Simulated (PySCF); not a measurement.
A GIAO shielding run with PySCF (density fitting, non-relativistic, gas phase) on `S(C=C)C[SiH]([SiH3])[SiH3]`, C3H12SSi3:

```
$ OMP_NUM_THREADS=1 python probes_run.py task.json out

{"job": {"kind": "nmr", "xc": "PBE0", "basis": "pcSseg-1"}, "charge": 0, "multiplicity": 1}
C      3.413580     1.072555     0.220457
C      2.987829    -0.082144    -0.263644
S      1.334722    -0.607958    -0.487859
C      0.343203     0.759896     0.179786
Si    -1.510487     0.244095     0.201134
Si    -2.214267    -0.042937    -1.996973
Si    -1.737395    -1.515936     1.708873
H      2.748907     1.856755     0.537574
H      4.466833     1.269992     0.315892
H      3.666220    -0.858426    -0.583863
H      0.706812     0.967571     1.184824
H      0.517872     1.634766    -0.444488
H     -2.122780     1.471059     0.767436
H     -1.837927     1.054745    -2.893021
H     -1.680951    -1.272631    -2.584709
H     -3.675800    -0.138208    -2.045781
H     -2.315213    -1.092056     2.988666
H     -0.466798    -2.171896     2.023405
H     -2.634163    -2.539991     1.164830
```

Hardware: 1 thread of an Arm Neoverse N1, shared host. The job also computes population analyses, field gradients.

(1) How large is the calculation?

(2) How long does it take, and how much memory does it need?

Results:

(1) 88 electrons, 207 basis functions and 1169 auxiliary functions.

(2) 73 s of wall time, with 14 SCF cycles and 5 response iterations; peak memory 1 GiB. Times on a shared host scatter by some tens of per cent.
